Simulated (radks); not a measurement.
Effect of the nuclear size on the vanadium ion V+, [Ar] 3d4. Calculated with a radial shooting solver on a logarithmic mesh with Libxc functionals: Dirac Kohn-Sham, PBE, spin-unpolarised, spherical densities, finite nucleus; open shells fill j = l - 1/2 first; Fermi nuclear charge, rms radius 3.6002 fm. The rms radius is varied about that value; shifts are against it.

rms radius (fm)	total energy shift (eV)	density at nucleus (e/bohr^3)	1s1/2 shift (meV)	2s1/2 shift (meV)	3s1/2 shift (meV)
3.0494	-0.0169	9937	-7.14	-0.615	-0.086
3.485	-0.00375	9892	-1.59	-0.137	-0.019
3.6002	0	9881	0.000	0.000	0.000
3.899	0.0103	9855	4.35	0.375	0.053
4.349	0.0272	9819	11.5	0.994	0.139

Slopes of the eigenvalues against <r^2> in GHz/fm^2, as finite differences over the two radii next to the reference (eigenvalue slopes, not the field-shift constants of lines): 1s1/2 470, 2s1/2 40.5, 3s1/2 5.68.
